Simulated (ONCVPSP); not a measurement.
# PBEsol ONCV dataset for Ag, scalar-relativistic all-electron reference.

| Quantity | Value |
| --- | --- |
| Element | silver |
| Generator | ONCVPSP 4.0.1 |
| Type | optimised norm-conserving Vanderbilt (ONCV) |
| Functional | PBEsol |
| Relativity | scalar-relativistic |
| Frozen core | [Ar] 3d10 |
| Valence charge | 19 |
| Reference configuration | 4s2 4p6 4d10 5s1 |
| Partial waves | 4s+5s: rc 1.20 bohr, ncon 4, nbas 7, qcut 10 1/bohr, 2 projectors; 4p: rc 1.20 bohr, ncon 4, nbas 7, qcut 10 1/bohr, 3 projectors, debl 0.7 Ha; 4d: rc 1.90 bohr, ncon 4, nbas 9, qcut 8.9 1/bohr, 2 projectors, debl 1.5 Ha |
| Local potential | polynomial inside 0.80 bohr (lpopt 2, dvloc0 4 Ha) |
| Core correction | polynomial model core, fcfact 0.55 |

In the p channel the program set the typed energies aside and used -2.150, 0.250, 0.950 Ha.

All-electron outer shells of the reference configuration (PBEsol, scalar-relativistic, ld1.x):

```tsv
shell	level (eV)	outermost node (bohr)	outermost maximum (bohr)
3d	-358.49	–	0.27
4s	-94.97	0.44	0.82
4p	-58.51	0.44	0.87
4d	-7.45	0.43	1.04
5s	-4.42	1.11	2.49
```

(1) Estimate the cutoffs (Ha) at which the residual kinetic energy of the hardest occupied pseudo-wave falls to 1 and 0.1 mHa per electron.

(2) What does a ghost test show?

(3) Tests: 4s2 4p6 4d10 5s0; 4s2 4p6 4d9 5s0; 4s2 4p6 4d8 5s0; 4s1 4p6 4d10 5s1. Which has the largest error in its energy relative to the reference configuration, and how large is it?

## Answers

(1) 40 Ha and 47 Ha.

(2) No bound ghost flagged; GHOST(+) flagged for s at 459.6 eV.

(3) 4s1 4p6 4d10 5s1, with -112 meV (all-electron minus pseudo) on +101.97 eV.
